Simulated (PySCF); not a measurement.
A species of formula C8H4ClF3O has this rotational fingerprint, computed with PBE0/pcSseg-1 in PySCF (dipole) on a GFN2-xTB geometry, gas phase:

* Rotational constants: A = 1990, B = 305.0, C = 277.2 MHz
* Dipole components: |μa| = 0.85 D, |μb| = 0.67 D, |μc| = 0.08 D
* Inertial defect: -87.79 u·Å²
* κ: -0.97

Question: Which structure is it? (One computed conformer of each.)
A. `[O:1]=[C:2]([Cl:3])[c:4]1[cH:5][cH:6][c:7]([C:8]([F:9])([F:10])[F:11])[cH:12][cH:13]1` with O1–C2–C4–C5 0° (4-(trifluoromethyl)benzoyl chloride)
B. `[OH:1][c:2]1[cH:3][cH:4][c:5]([C:6]([F:7])=[C:8]([F:9])[F:10])[c:11]([Cl:12])[cH:13]1` with H–O1–C2–C3 0°, C4–C5–C6–F7 -43°
C. `[O:1]=[C:2]([Cl:3])[c:4]1[cH:5][cH:6][cH:7][cH:8][c:9]1[C:10]([F:11])([F:12])[F:13]` with O1–C2–C4–C5 -135°

Answer: A. It is O=C(Cl)c1ccc(C(F)(F)F)cc1, a near-prolate asymmetric top, point group C1. The candidates at the same level (rigid rotor, commonest isotopes):

```
                   SMILES  A (MHz)  B (MHz)  C (MHz)  μa (D)  μb (D)  μc (D)  Δ (u·Å²)  point group                        rotor
  O=C(Cl)c1ccccc1C(F)(F)F    888.3    687.2    438.8    0.36    5.23    0.38   -152.46           C1               asymmetric top
Oc1ccc(C(F)=C(F)F)c(Cl)c1     1243    463.0    370.0    3.32    1.96    0.82   -132.26           C1               asymmetric top
O=C(Cl)c1ccc(C(F)(F)F)cc1     1990    305.0    277.2    0.85    0.67    0.08    -87.79           C1  near-prolate asymmetric top
```

`O=C(Cl)c1ccccc1C(F)(F)F` has B 125 % too high; `Oc1ccc(C(F)=C(F)F)c(Cl)c1` has B 52 % too high. No structure here is proved a minimum.
